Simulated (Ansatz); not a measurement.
`[CH3][Sn-]1[O]C(C(F)(F)F)=CC(C(F)(F)F)=[O+]1` + `[CH3][Mg][CH3]` → `[CH3][Sn][CH3]` + `[CH3][Mg-]1[O]C(C(F)(F)F)=CC(C(F)(F)F)=[O+]1`  (redistribution)

Gas-phase electronic energies from Ansatz, PBE0-D4/def2-TZVP geometries. CBS: MP2 limit from def2 TZ/QZ plus the TZ coupled-cluster correction, frozen cores. DFT in def2-TZVPP. HSE06 is defined as in plane-wave codes. def2 core potentials past Kr. For Mg, Sn outer-core shells are correlated without core-valence functions, which leaves a few kJ/mol of doubt a bond.

`[CH3][Sn-]1[O]C(C(F)(F)F)=CC(C(F)(F)F)=[O+]1`:

Z-matrix (Å, degrees):
```
C
Sn 1 2.181
H 1 1.093 2 109.9
H 1 1.093 2 109.9 3 118.9
H 1 1.092 2 111.5 3 -120.6
O 2 2.211 1 89.5 3 79.7
O 2 2.211 1 89.5 3 161.4
C 6 1.251 2 127.7 1 74.5
C 7 1.251 2 127.7 1 -74.5
C 8 1.392 6 128.8 2 10.1
C 8 1.540 6 112.8 2 -170.7
C 9 1.540 7 112.8 2 170.8
H 10 1.077 8 118.5 6 179.9
F 11 1.332 8 112.7 6 179.9
F 11 1.331 8 109.9 6 -59.5
F 11 1.331 8 109.7 6 59.5
F 12 1.331 9 109.7 7 -59.8
F 12 1.332 9 112.7 7 179.9
F 12 1.331 9 109.9 7 59.2
```

`[CH3][Mg][CH3]`:

```xyz
9

C     0.856   -1.859   -0.414
Mg    0.004    0.002    0.000
C    -0.856    1.859    0.414
H     1.935   -1.786   -0.590
H     0.419   -2.320   -1.306
H     0.715   -2.566    0.411
H    -0.140    2.679    0.290
H    -1.703    2.074   -0.246
H    -1.230    1.917    1.441
```

`[CH3][Sn][CH3]`:

Cartesian coordinates in Å:
```
C 1.558 0.288 -0.086
Sn 0.144 -0.221 1.508
C -1.554 -0.295 0.127
H 1.539 -0.496 -0.850
H 2.580 0.409 0.274
H 1.238 1.217 -0.570
H -1.351 -1.031 -0.658
H -2.492 -0.550 0.619
H -1.662 0.678 -0.365
```

`[CH3][Mg-]1[O]C(C(F)(F)F)=CC(C(F)(F)F)=[O+]1`:

```xyz
19

C     0.065   -0.977   -3.805
Mg    0.025   -0.460   -1.802
O    -0.512   -1.357   -0.133
C    -0.465   -0.896    1.031
C    -0.962   -1.876    2.107
F    -0.221   -2.982    2.088
F    -0.904   -1.362    3.335
F    -2.226   -2.214    1.861
C    -0.024    0.365    1.423
C     0.435    1.287    0.485
C     0.910    2.667    0.972
F     0.181    3.623    0.401
F     2.184    2.852    0.631
F     0.812    2.805    2.294
O     0.515    1.133   -0.755
H    -0.688   -1.734   -4.047
H     1.036   -1.390   -4.098
H    -0.121   -0.115   -4.453
H    -0.039    0.632    2.467
```

| level | ΔE (kJ/mol) | difference from CCSD(T)/CBS |
| --- | --- | --- |
| LDA (SPW92) | -82.0 | 12.2 |
| HSE06-D4 | -94.8 | -0.6 |
| r2SCAN | -95.6 | -1.4 |
| r2SCANh | -99.1 | -4.9 |
| r2SCAN0 | -103.9 | -9.7 |
| HSE06 | -99.9 | -5.7 |
| RPA@PBE/def2-TZVPP | -96.4 | -2.2 |
| CCSD/def2-SVP | -119.0 | -24.8 |
| CCSD(T)/def2-SVP | -114.0 | -19.8 |
| MP2/CBS(def2) | -90.8 | 3.4 |
| CCSD(T)/CBS | -94.2 | 0 |

Largest T1 diagnostic among the species: 0.016.

From r2SCAN to r2SCAN0 (25 % exact exchange), in def2-TZVPP and without D4, ΔE moves by −8.4 kJ/mol. In def2-TZVPP, CCSD(T) changes the Hartree–Fock value by +23.9 kJ/mol (the triples alone add +6.4 kJ/mol) and MP2 by +27.3 kJ/mol. At CCSD(T), def2-SVP lies −19.8 kJ/mol from the extrapolated value and def2-TZVPP −4.1 kJ/mol.
